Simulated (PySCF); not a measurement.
Computed with delta-SCF UKS SCAN, pcX-2 on the ionised atom, pcseg-1 elsewhere, spin-free X2C (PySCF). Geometries: PBE0-D3(BJ)/def2-SVP; isolated species, one conformer each. Kα1 is taken as the energy difference of the 1s-hole and 2p3/2-hole states at the ground state's geometry. For 2p shells one spin-free hole was relaxed; a mean-field spin–orbit operator and the ground-state splitting of the three 2p orbitals were then diagonalised within the shell. The shell's mean is (2 × 2p3/2 + 2p1/2)/3, and the degeneracies 2j + 1 give areas of 2:1.

```
                                site  Si 2p3/2 (eV)
     silicon in `C1=C(CC=C1)O[SiH3]`         107.75
       silicon in `C(#C[SiH2]OC)C=C`         107.30
         silicon in `[SiH3]Cc1ccco1`         106.62
silicon in `C[S@+]([AlH3-])CO[SiH3]`         108.01
       silicon in `COC1=C[SiH2]C=C1`         106.34
```

What are the Si 1s binding energies, and the Kα1 emission energies that follow?

```tsv
site	bonded to	1s (eV)	2p3/2 (eV)	Kα1 = 1s − 2p3/2 (eV)
silicon in `COC1=C[SiH2]C=C1`	2 C and 2 H	1846.13	106.34	1739.79
silicon in `[SiH3]Cc1ccco1`	C and 3 H	1846.35	106.62	1739.73
silicon in `C(#C[SiH2]OC)C=C`	O, C and 2 H	1847.27	107.30	1739.97
silicon in `C1=C(CC=C1)O[SiH3]`	O and 3 H	1847.65	107.75	1739.90
silicon in `C[S@+]([AlH3-])CO[SiH3]`	O and 3 H	1847.89	108.01	1739.88
```

Ranges: 1s 1.76 eV, 2p3/2 1.67 eV, Kα1 0.24 eV. A straight-line fit of 1s on 2p3/2 has slope 1.09.
